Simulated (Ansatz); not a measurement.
# H10OSi4: where a starting geometry ends

The starting geometry of this gas-phase singlet was optimised with GFN2-xTB; its bonds are those of `O[Si]([SiH3])([SiH3])[SiH3]`.

```xyz
15

O    -1.3601    0.9642   -2.3131
Si   -0.3650    0.6755   -1.0232
Si   -1.6854   -0.0522    0.7648
Si    0.7551    2.6622   -0.5084
Si    0.9716   -0.9734   -1.9797
H    -2.0684    1.6010   -2.3128
H    -2.6498    0.9594    1.2236
H    -0.8467   -0.3742    1.9216
H    -2.4947   -1.2447    0.4890
H     1.5490    3.2235   -1.6072
H    -0.1476    3.7506   -0.1029
H     1.6769    2.4542    0.6108
H     1.7318   -0.5311   -3.1530
H     1.9659   -1.4186   -0.9948
H     0.2464   -2.1765   -2.3997
```

Question: Predict what becomes of its bonds when it is optimised with r2SCAN-D4/def2-SVP.

Answer: It keeps its bonds, and is `O[Si]([SiH3])([SiH3])[SiH3]`.

The energy falls by 0.26 eV over 10 steps:

| step | E − E(last) (eV) |
| --- | --- |
| 1 | 0.262 |
| 2 | 0.115 |
| 3 | 0.029 |
| 4 | 0.016 |
| 5 | 0.004 |
| 6 | 0.001 |
| 7 | 0.000 |
| 8 | 0.000 |
| 9 | 0.000 |
| 10 | 0.000 |

Final geometry (Å):

```yaml
atoms:
  - { symbol: O, position_ang: [-1.5310, 1.0594, -2.4488] }
  - { symbol: Si, position_ang: [-0.4853, 0.7171, -1.1679] }
  - { symbol: Si, position_ang: [-1.6402, -0.0676, 0.7325] }
  - { symbol: Si, position_ang: [0.7673, 2.6067, -0.5186] }
  - { symbol: Si, position_ang: [0.9809, -0.9526, -1.9149] }
  - { symbol: H, position_ang: [-2.1935, 1.7388, -2.2700] }
  - { symbol: H, position_ang: [-2.6316, 0.9520, 1.2034] }
  - { symbol: H, position_ang: [-0.6673, -0.3247, 1.8404] }
  - { symbol: H, position_ang: [-2.3798, -1.3338, 0.4359] }
  - { symbol: H, position_ang: [1.6197, 3.1070, -1.6416] }
  - { symbol: H, position_ang: [-0.1417, 3.7185, -0.0922] }
  - { symbol: H, position_ang: [1.6500, 2.2512, 0.6366] }
  - { symbol: H, position_ang: [1.7750, -0.4829, -3.0912] }
  - { symbol: H, position_ang: [1.9213, -1.2767, -0.7968] }
  - { symbol: H, position_ang: [0.2354, -2.1925, -2.2918] }
```

The end wasn't checked by frequencies. Run with Ansatz 0.2.0, 31 s on 2 threads of Intel(R) Xeon(R) Platinum 8375C CPU @ 2.90GHz (Ice Lake), with other jobs on the host.
